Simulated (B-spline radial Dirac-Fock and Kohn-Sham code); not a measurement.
# Successive ionisation energies of aluminum: Dirac-Fock against NIST

Calculated with an atomic code on a B-spline grid, using relaxed Dirac-Fock hole states (ΔSCF) with Breit and QED corrections and a finite nucleus. Each value is the difference of the configuration-average energies of two neighbouring ions in their tabulated ground configurations. Correlation energy is missing from these numbers. NIST's values refer to the lowest levels; many for high charge states are themselves semi-empirical or theoretical. Where a p, d or f shell is open in either ion the computed value averages over both j values and all terms, while the table refers to the lowest levels; that difference holds spin-orbit splitting (largest in heavy or highly charged ions), term energies where several electrons share open shells, and correlation, and it can reach 10 % or more.

```
  ion  configuration  computed (eV)        NIST (eV)            kind  NIST − computed (eV)
   Al   [Ne] 3s2 3p1           5.49         5.985769        measured                 +0.50
  Al⁺       [Ne] 3s2          17.55         18.82855        measured                 +1.28
 Al²⁺       [Ne] 3s1          28.08         28.44764        measured                 +0.36
 Al³⁺   [He] 2s2 2p6          118.5         119.9924        measured                 +1.45
 Al⁴⁺   [He] 2s2 2p5          154.8         153.8252  semi-empirical                 -1.01
 Al⁵⁺   [He] 2s2 2p4          194.2    190.49 ± 0.05  semi-empirical                 -3.70
 Al⁶⁺   [He] 2s2 2p3          236.5    241.76 ± 0.09  semi-empirical                 +5.21
 Al⁷⁺   [He] 2s2 2p2          281.9    284.64 ± 0.07  semi-empirical                 +2.77
 Al⁸⁺   [He] 2s2 2p1          330.1    330.21 ± 0.04  semi-empirical                 +0.10
 Al⁹⁺       [He] 2s2          394.3    398.65 ± 0.06  semi-empirical                 +4.35
Al¹⁰⁺       [He] 2s1          441.9  442.005 ± 0.007     theoretical                 +0.14
Al¹¹⁺            1s2         2084.7         2085.977     theoretical                 +1.28
Al¹²⁺            1s1         2304.2          2304.14     theoretical                 -0.05
```

Q: Where in this range is the largest relative jump, and why?

A: From Al¹⁰⁺ (441.9 eV) to Al¹¹⁺ (2084.7 eV), a factor of 4.72. The configuration goes from [He] 2s1 to 1s2, so the next electron comes out of a deeper subshell.
